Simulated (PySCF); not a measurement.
H8N2OSi2, SMILES N[Si@@H](O)N[SiH3]. Heavy atoms are numbered as in [NH2:1][Si@@H:2]([OH:3])[NH:4][SiH3:5]. Hydrogens are named by the atom that carries them.

Geometry: B3LYP-D3(BJ)/def2-SVP. The structure was generated by enumeration; whether it is a known compound was not checked. The values are those of a single conformer.

Calculation: PBE/pcSseg-1 in PySCF.

GIAO shieldings, no solvent; atoms alike by connectivity are averaged. δ = σ(ref) − σ: ¹⁵N against NH3 (σ = 267.0 ppm); ²⁹Si against TMS (σ = 335.4 ppm); ¹⁷O against H2O (σ = 334.3 ppm); ¹H against TMS (σ = 31.49 ppm), references at their B3LYP-D3(BJ)/def2-TZVP geometries, non-relativistic.

```tsv
nucleus	atoms	count	δ (ppm)
¹⁵N	N1 (NH2)	1	46.0
¹⁵N	N4 (NH)	1	22.5
²⁹Si	Si2 (SiH)	1	-38.1
²⁹Si	Si5 (SiH3)	1	-60.5
¹⁷O	O3 (OH)	1	82.6
¹H	H on Si2	1	5.39
¹H	H on Si5	3	5.06
¹H	H on O3	1	1.81
¹H	H on N1	2	1.29
¹H	H on N4	1	0.50
```
